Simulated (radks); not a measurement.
Values are calculated unless marked as measured or tabulated.
Species: O+. Configuration: [He] 2s2 2p3.

Code: a radial shooting solver on a logarithmic mesh with Libxc functionals. Model: scalar-relativistic Kohn-Sham, Slater X-alpha with alpha = 0.667, spin-polarised, spherical densities, finite nucleus; open shells are filled with parallel spins first; Fermi nuclear charge, rms radius 2.6991 fm.

Energy parts (hartree):
total: -73.61512
kinetic: 73.71818
electron-nucleus: -172.09259
Hartree: 31.79642
exchange: -7.03713

Orbitals (lengths in bohr, moments of r in powers of bohr):
| orbital | occ. | eigenvalue (hartree) | <r> |
|---|---|---|---|
| 1s up | 1 | -19.39042 | 0.2011 |
| 1s down | 1 | -19.28676 | 0.2001 |
| 2s up | 1 | -1.47384 | 1.081 |
| 2s down | 1 | -1.21858 | 1.131 |
| 2p up | 3 | -0.93160 | 1.089 |
| 2p down | 0 | -0.67624 | 1.200 |

The highest occupied level is 2p up at -25.350 eV. The electron density at the nucleus is 318.2 e/bohr^3 (large components only).
